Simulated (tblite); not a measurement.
Isomers of C5H8O2Si2. Calculated harmonic vibrations of the isolated species, GFN2-xTB (tblite), most abundant isotopes, no scaling. This tight-binding method is rough: wavenumbers can miss measured ones by several per cent, in bad cases by 10 to 20. Modes of hydrogen on silicon can be 10 to 20 % off. One conformer each.

Electronic energies: GFN2-xTB at the same geometries; isomer energies are rough at this level and their order can be wrong.

```json
{"SMILES": "C#C[Si@H]1C=C(CO)[SiH2]O1", "electronic energy, lowest = 0 (kJ/mol)": "31.6"}
{"SMILES": "C#CC1([SiH2]O[SiH2]O)C=C1", "electronic energy, lowest = 0 (kJ/mol)": "0.0"}
{"SMILES": "O=C(O)[SiH]1C=C[SiH2]C=C1", "electronic energy, lowest = 0 (kJ/mol)": "214.0"}
{"SMILES": "C#C[SiH2][Si@](O)(C=C)C=O", "electronic energy, lowest = 0 (kJ/mol)": "310.0"}
{"SMILES": "C#C[Si@@H]1[SiH2]OC=C1OC", "electronic energy, lowest = 0 (kJ/mol)": "156.0"}
```

Q: How do GFN2-xTB zero-point energies change the relative energies?

A: 
```json
{"SMILES": "C#CC1([SiH2]O[SiH2]O)C=C1", "ZPE (kJ/mol)": "275.6", "of it from modes above 1550 cm⁻¹": "159.5", "electronic (kJ/mol)": "0.0", "with ZPE, lowest = 0 (kJ/mol)": "0.0", "lowest mode (cm⁻¹)": "13", "rings": "1"}
{"SMILES": "C#C[Si@H]1C=C(CO)[SiH2]O1", "ZPE (kJ/mol)": "292.4", "of it from modes above 1550 cm⁻¹": "158.2", "electronic (kJ/mol)": "31.6", "with ZPE, lowest = 0 (kJ/mol)": "48.4", "lowest mode (cm⁻¹)": "38", "rings": "1"}
{"SMILES": "C#C[Si@@H]1[SiH2]OC=C1OC", "ZPE (kJ/mol)": "290.6", "of it from modes above 1550 cm⁻¹": "154.3", "electronic (kJ/mol)": "156.0", "with ZPE, lowest = 0 (kJ/mol)": "171.0", "lowest mode (cm⁻¹)": "57", "rings": "1"}
{"SMILES": "O=C(O)[SiH]1C=C[SiH2]C=C1", "ZPE (kJ/mol)": "290.9", "of it from modes above 1550 cm⁻¹": "161.2", "electronic (kJ/mol)": "214.0", "with ZPE, lowest = 0 (kJ/mol)": "229.2", "lowest mode (cm⁻¹)": "13", "rings": "1"}
{"SMILES": "C#C[SiH2][Si@](O)(C=C)C=O", "ZPE (kJ/mol)": "283.1", "of it from modes above 1550 cm⁻¹": "172.4", "electronic (kJ/mol)": "310.0", "with ZPE, lowest = 0 (kJ/mol)": "317.5", "lowest mode (cm⁻¹)": "12", "rings": "0"}
```

The zero-point energies span 16.8 kJ/mol, from `C#CC1([SiH2]O[SiH2]O)C=C1` to `C#C[Si@H]1C=C(CO)[SiH2]O1`. The order is unchanged.
